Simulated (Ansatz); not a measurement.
`C[SiH2][SiH](F)Cl` + `B[SeH]` → `B[Se][SiH2]C` + `F[SiH2]Cl`  (cleavage of the Si–Si bond)

Gas-phase electronic energies from Ansatz, PBE0-D4/def2-TZVP geometries. CCSD(T)/CBS is the MP2 limit (def2-TZVPP, def2-QZVPP) plus CCSD(T) − MP2 in def2-TZVPP, frozen cores. This one scheme is used for every species. Functionals use def2-TZVPP. For Se outer-core shells are correlated without core-valence functions, which leaves a few kJ/mol of doubt a bond. Scalar relativity is left out up to krypton. One conformer a species, not always the lowest.

CCSD(T)/CBS gives -67.8 kJ/mol.

Question: Another level gave -56.3 kJ/mol. Which?
A. PBE0/def2-TZVPP
B. B2PLYP/def2-TZVPP
C. PBE-D4/def2-TZVPP
D. MP2/def2-TZVPP

Answer: A. PBE0 -56.3, B2PLYP -65.0, PBE-D4 -50.2, MP2/def2-TZVPP -76.7 kJ/mol.

Largest T1 diagnostic among the species: 0.013.

From PBE to PBE0 (25 % exact exchange), in def2-TZVPP and without D4, ΔE moves by −6.3 kJ/mol.
